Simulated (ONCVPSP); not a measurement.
## Configuration tests for barium (ONCV)

Ba (Z = 56), optimised norm-conserving Vanderbilt (ONCV), made with ONCVPSP 4.0.1 (PBE, scalar-relativistic). Core [Kr] 4d10, reference 5s2 5p6 6s2. Waves: 5s+6s: rc 3.00 bohr, ncon 4, nbas 7, qcut 4.7 1/bohr, 2 projectors; 5p: rc 2.70 bohr, ncon 4, nbas 8, qcut 5.3 1/bohr, 2 projectors, debl 0.4 Ha; d scattering state at 0.09 Ha: rc 2.70 bohr, ncon 4, nbas 8, qcut 3.5 1/bohr, local. Local part: the d channel. Core correction: none.

In the p channel the program set the typed energies aside and used -0.689, 0.250 Ha. In the d channel the program set the typed energies aside and used 0.050 Ha.

Energies are relative to the spin-unpolarised reference configuration 5s2 5p6 6s2; without spin polarisation the order of configurations can differ from experiment.

**Question.** Give the all-electron excitation energy and the error of the potential for: 5s2 5p6 6s1; 5s2 5p6 6s0; 5s2 5p6 6s1.5; 5s2 5p6 6s0 6p2.

**Answer.**

```
valence configuration  charge  ΔE all-electron (eV)  error AE − PS (meV)
          5s2 5p6 6s1      +1                 5.362                 -0.7
          5s2 5p6 6s0      +2                15.344                 -2.4
        5s2 5p6 6s1.5    +0.5                 2.136                 -0.2
      5s2 5p6 6s0 6p2       0                 4.141                 -0.2
```

Levels in the configuration 5s2 5p6 6s1:

```json
{"level": "5s", "all-electron (eV)": "-39.341", "pseudo (eV)": "-39.349"}
{"level": "5p", "all-electron (eV)": "-24.361", "pseudo (eV)": "-24.361"}
{"level": "6s", "all-electron (eV)": "-7.584", "pseudo (eV)": "-7.585"}
```
